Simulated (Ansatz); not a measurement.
Species: diantimony, Sb2, net charge 0, singlet state. 
Geometry from a B3LYP-D3(BJ)/def2-TZVP (Ansatz, an electronic-structure program) optimisation:
SMILES: [Sb]#[Sb]
```xyz
2

Sb     0.0000     0.0000    -1.2440
Sb     0.0000     0.0000     1.2440
```
Charge 0, spin multiplicity 1.

Basis-set convergence of Hartree-Fock and CCSD(T) correlation energies (hartree) with Ansatz. Cores are frozen in the correlated levels unless marked. Spin-orbit coupling is left out. Frozen are the shells of the preceding noble gas and the d and f shells that filled before the atom's block. Past Kr the def2 sets carry scalar-relativistic core potentials.

The Hartree-Fock reference is unstable (checked in the largest basis), which strains HF and MP2. 

```csv
basis,functions,E(HF),"E(corr, CCSD(T))",rough core time
def2-SVP,52,-478.52841,-0.20937,under 20 s
def2-TZVPP,100,-478.54146,-0.25431,under 20 s
def2-QZVPP,164,-478.54411,-0.27158,30 s
```

Extrapolating the two largest sets (X = 3 and 4) as X^-3: E(corr) = (64·(-0.27158) - 27·(-0.25431))/37 = -0.2842 Eh, an estimate of the basis-set limit. The largest set recovers 95.6 % of it, the smallest 73.7 %.
